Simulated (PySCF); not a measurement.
Gas-phase reaction: 3 InCl + H2 = InCl3 + 2 InH

Method: PySCF energies (xtb for GFN2) plus ideal-gas RRHO corrections (1 bar). † marks an energy on the PBE0/def2-TZVP geometry and frequencies; other levels use their own. CCSD(T) freezes the core. All species are closed-shell singlets. B3LYP is the form with VWN-RPA correlation. In: scalar-relativistic def2 core potential, no spin-orbit coupling. InH: computed as isolated molecules; such fragments, hydroxides, amides, oligomers or adducts are transient or little studied in the gas. CCSD(T) isn't extrapolated to the basis-set limit; its ΔH°(298 K) is 224.4 kJ in def2-SVP and 254.3 kJ in def2-TZVPP. The harmonic model lacks anharmonicity and excited electronic states, which grow with temperature; levels with a mode under 35 cm⁻¹ are left out. Soft modes under 120 cm⁻¹ make the harmonic entropy rough for InCl3.

```tsv
level	ΔE electronic, kJ	ΔH°(298 K), kJ	ΔS°(298 K), J/K	ΔG°(1000 K), kJ
B3LYP/def2-TZVP†	305	297	-119	414
BLYP/def2-TZVP†	325	317	-119	434
CCSD(T)/def2-SVP†	232	224	-119	342
CCSD(T)/def2-TZVPP†	262	254	-119	372
GFN2-xTB	304	295	-111	403
HF/def2-TZVP†	247	239	-119	357
PBE/def2-SVP	284	276	-117	391
PBE0/def2-QZVP†	274	265	-119	383
r2SCAN/def2-TZVP†	278	270	-119	387
ωB97M-V/def2-TZVP†	259	251	-119	369
```
ΔH° is lowest at CCSD(T)/def2-SVP† and highest at BLYP/def2-TZVP†. No reference value is set beside these.
